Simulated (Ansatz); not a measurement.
`C[O][W](=[O])([OH])([O]C)[O]C` at its PBE0-D4/def2-TZVP geometry, where that method's forces vanish. Total charge 0; spin multiplicity 1. W: def2 effective core potential.

```xyz
19

C    -0.8407   -1.0745    3.0284
O    -0.2846   -1.2594    1.7648
W     0.3200   -0.3405    0.2573
O     1.8865   -0.9575    0.0377
O     0.3580    1.1477    1.4943
O     0.3983    1.0241   -1.0826
C     1.4118    1.9398   -1.3717
O    -0.9119   -1.1825   -0.8778
C    -1.1592   -1.2063   -2.2561
H    -0.3348   -1.7230    3.7485
H    -1.9054   -1.3266    3.0093
H    -0.7210   -0.0284    3.3290
H     0.4040    2.0338    1.1304
H     2.3764    1.4324   -1.4863
H     1.1664    2.4689   -2.2964
H     1.5166    2.6911   -0.5757
H    -2.2237   -1.3847   -2.4249
H    -0.5822   -2.0073   -2.7272
H    -0.8746   -0.2472   -2.7010
```

Question: What forces (eV/Å) does B3LYP-D4/def2-TZVPP give on these atoms in Ansatz 0.2.0? (An estimate is asked.)

Answer: The calculation gave: 
```
C1  -0.143  0.022  0.338
O2  -0.020 -0.202  0.036
W3  -0.149 -0.029  0.004
O4   0.517 -0.209 -0.073
O5   0.003  0.273  0.167
O6  -0.167  0.054 -0.135
C7   0.247  0.271 -0.131
O8  -0.156 -0.125  0.094
C9  -0.098 -0.024 -0.364
H10 -0.034  0.035 -0.023
H11  0.050  0.014  0.014
H12 -0.018 -0.070  0.000
H13  0.000  0.036  0.044
H14 -0.051  0.032  0.003
H15  0.025 -0.023  0.047
H16 -0.004 -0.039 -0.040
H17  0.055  0.008 -0.006
H18 -0.031  0.042  0.013
H19 -0.024 -0.065  0.014
```

B3LYP here is the variant with VWN-RPA as its local correlation; programs differ in this.
